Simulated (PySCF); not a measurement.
CrI2 (quintet state).
SMILES: `[I][Cr][I]`

Computed, not measured: PBE0-D3(BJ)/def2-SVP geometry optimisation, gas phase, def2 core potentials past Kr in PySCF.

Take the most abundant isotopes and a rigid rotor. 

**Question.** What are the moment of inertia and the rotational constant?

**Answer.** I = 1662.613 u·Å², B = 505379 MHz·u·Å²/I = 304.0 MHz (0.0101 cm⁻¹, or 0.015 K as hB/k).

If the electronic state has orbital angular momentum about the axis (Π, Δ; not determined here), the simple ladder of levels BJ(J+1) doesn't apply.

PBE0-D3(BJ)/def2-SVP frequencies: not computed here. ⟨S²⟩ = 6.016 (exact for a quintet: 6.00). These are rigid-rotor constants of the computed structure; measured ground-state constants (B0) also hold zero-point vibration.

Neither the SCF state along the optimisation nor the shape of the open-shell metal species was proved the lowest: other solutions of the same spin, or a structure of lower symmetry, can lie below.

---

Compound: cyanide anion, CN (charge -1).
InChI=1S/CN/c1-2/q-1

Structure optimised with GFN2-xTB, isolated species.

Masses are those of the commonest isotopes; rigid-rotor values at the optimised geometry. 

(1) What are the moment of inertia and the rotational constant?

(2) List the first levels of a rigid rotor in a Σ state.

(3) Estimate the classical rotational partition function at 25 K and 50 K.

Results:

(1) I = 9.308 u·Å², B = 505379 MHz·u·Å²/I = 54297 MHz (1.8112 cm⁻¹, or 2.606 K as hB/k). For two atoms I = μr² with μ = 6.4622 u and r = 1.2001 Å.

(2) E(J) = BJ(J+1): J = 1: 3.622, J = 2: 10.867, J = 3: 21.734, J = 4: 36.223, J = 5: 54.335, J = 6: 76.068 cm⁻¹.

(3) Point group C∞v, symmetry number σ = 1; q = kT/(σhB), k/h = 20836.6 MHz/K: 9.6 at 25 K, 19.2 at 50 K.

No frequency check. Zero-point vibration and centrifugal distortion are left out.

All values are computed, not measured.

---

Species: RuO4 (singlet state).
SMILES: `[O]=[Ru](=[O])(=[O])=[O]`

Level of theory: PySCF 2.14.0, PBE0-D3(BJ)/def2-SVP geometry optimisation, gas phase, def2 core potentials past Kr.

Take the most abundant isotopes and a rigid rotor. 

**Question.** Give the principal moments of inertia and the rotational constants in GHz.

**Answer.** Ia = 118.00, Ib = 118.01, Ic = 118.13 u·Å²; 505379 MHz·u·Å²/I gives 4283, 4282 and 4278 MHz, that is A = 4.2830, B = 4.2824, C = 4.2781 GHz.

**Question.** What kind of rotor is it?

**Answer.** A spherical top, as the point group Td requires three equal moments; the computed ones differ by 0.11 % because the geometry is symmetric only within the optimiser's tolerance.

The point group Td allows no dipole (computed: 0.00 D), so a rigid rotor has no electric-dipole lines.

Whether it is a minimum is left open (no frequencies). Zero-point vibration and centrifugal distortion are left out.
